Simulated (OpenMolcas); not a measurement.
Nd IV: the spin-orbit constant, worked from levels

```json
{"Program": "OpenMolcas 26.06", "Basis": "ANO-RCC-VTZP [8s7p5d3f2g1h]", "Scalar Hamiltonian": "DKH2, point nucleus", "Active space": "3 electrons in 7 orbitals (4f)", "State averaging": "2S+1 = 4 odd, 35 roots; 2S+1 = 2 odd, 112 roots (105 in the spin-orbit step)", "Spin-orbit coupling": "RASSI with atomic mean-field integrals over the reference wave functions, term energies averaged over their components"}
```

Methods: CASSCF; MS-CASPT2, IPEA 0.25 Eh, imaginary shift 0.1 Eh (closed shells correlated: 5s 5p). Measured levels: the list in Arab et al., J. Quant. Spectrosc. Radiat. Transfer 229, 145 (2019) and Gaigalas et al. (2019), from Wyart et al. (2007).

**The spin-orbit constant.** For the Hund term ⁴I° of f3, E(J) = (A/2) J(J+1) + constant and ζ = 2S·A = 3A. From J = 9/2 to J = 15/2 the energy changes by 19.5 A.

```
   Source  E(15/2) - E(9/2)      A    ζ
   CASSCF            6400.8  328.2  985
MS-CASPT2            6456.1  331.1  993
 measured            5988.5  307.1  921
```

All in cm-1. MS-CASPT2 is off by +7.8 % and CASSCF by +6.9 %. Both methods take the spin-orbit matrix elements from the reference wave functions, so the second can move ζ only through the term energies and any multistate remixing. Second-order mixing with other terms is absorbed into this ζ.

CASPT2 does not keep the components of a term degenerate, so their means are used; among the terms shown or strongly mixed into the levels shown the widest spread is 690 cm-1 (4f³ ⁴I°, MS-CASPT2). High states are left out of the spin-orbit mixing, which shifts the levels that they would mix with. Without dynamic correlation excited terms often stand tens of per cent too high (terms of higher spin than the ground term too low), and those without a measured partner can miss by more than the paired ones (holds for CASSCF). Blocks of more than 70 roots (2S+1 = 2 odd) ran without multistate coupling (holds for MS-CASPT2). Computed and measured levels are paired by configuration, term and J; levels that our copy of the source lacks, or whose pairing is in doubt (as where it misses far off the trend of its configuration), stay unpaired and out of the deviations. Levels of configurations outside the active space are missing.

° marks odd parity.
